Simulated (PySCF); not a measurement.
H₂S₂, SMILES SS.

Coordinates come from a B3LYP-D3(BJ)/def2-TZVP optimisation.

Level of theory: PBE/def2-TZVPD in PySCF.

Symmetry labels are those of the subgroup C2 that the program uses (full group C2).

Task: List the valence orbital energies around the gap with their symmetry. (The exact figures need the calculation; the answer reports its results.)

Result: 
```csv
orbital,symmetry,energy (eV)
HOMO−7,A,-155.45
HOMO−6,A,-20.12
HOMO−5,B,-16.72
HOMO−4,A,-11.35
HOMO−3,B,-10.07
HOMO−2,A,-8.90
HOMO−1,B,-6.39
HOMO,A,-6.37
LUMO,B,-2.24
LUMO+1,A,-0.94
LUMO+2,B,-0.52
LUMO+3,A,0.74
```
